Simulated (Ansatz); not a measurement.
Consider the substitution at a C–C bond: `C/C=C\BCl` + `[SH][GeH3]` → `C[S][GeH3]` + `C=CBCl`.

Calculated with Ansatz (gas phase, PBE0-D4/def2-TZVP geometries, no zero-point term in ΔE). CCSD(T)/CBS is the MP2 limit (def2-TZVPP, def2-QZVPP) plus CCSD(T) − MP2 in def2-TZVPP, frozen cores. DFT in def2-TZVPP. B3LYP here is the variant with VWN-RPA as its local correlation; programs differ in this. For Ge outer-core shells are correlated without core-valence functions, which leaves a few kJ/mol of doubt a bond. Scalar relativity is left out up to krypton. One conformer a species, not always the lowest.

`C/C=C\BCl`:

Z-matrix (Å, degrees):
```
C
C 1 1.484
H 1 1.095 2 110.0
H 1 1.095 2 110.0 3 -116.4
H 1 1.088 2 112.9 3 121.8
C 2 1.345 1 127.7 3 -121.8
H 2 1.091 1 114.3 3 58.2
B 6 1.526 2 124.9 1 0.0
H 6 1.088 2 116.6 1 -180.0
Cl 8 1.755 6 119.4 2 -180.0
H 8 1.192 6 125.0 2 0.0
```

`[SH][GeH3]`:

```xyz
6

S     1.352    0.469    0.957
Ge   -0.520   -0.194   -0.045
H     1.991    0.757   -0.188
H    -0.240   -1.391   -0.965
H    -1.129    0.958   -0.859
H    -1.454   -0.600    1.100
```

`C[S][GeH3]`:

Cartesian coordinates in Å:
```
C -1.534 0.026 0.234
S -0.366 1.187 -0.524
Ge 1.502 0.033 -0.258
H -1.554 -0.924 -0.301
H -2.521 0.485 0.167
H -1.299 -0.145 1.285
H 2.630 0.881 -0.859
H 1.390 -1.320 -0.985
H 1.751 -0.224 1.239
```

`C=CBCl`:

Z-matrix (Å, degrees):
```
C
C 1 1.337
H 1 1.086 2 120.8
H 1 1.086 2 122.7 3 180.0
B 2 1.531 1 119.9 3 0.0
H 2 1.088 1 118.9 3 180.0
Cl 5 1.750 2 121.0 1 180.0
H 5 1.194 2 121.9 1 -0.0
```

Problem. Is it downhill or uphill in electronic energy at CCSD(T)/CBS, and by how much? (Estimate.)

Solution. Ansatz gave: Uphill: ΔE = +21.9 kJ/mol.

Problem. What do these levels give: ωB97M-V, PBE0, B3LYP, HF/def2-TZVPP, SCS-MP2/def2-TZVPP, CCSD/def2-TZVPP? (Best estimate.)

Solution. Computed: ωB97M-V 24.5, PBE0 27.2, B3LYP 25.5, HF/def2-TZVPP 24.1, SCS-MP2/def2-TZVPP 22.6, CCSD/def2-TZVPP 25.0 kJ/mol.

Largest T1 diagnostic among the species: 0.012.
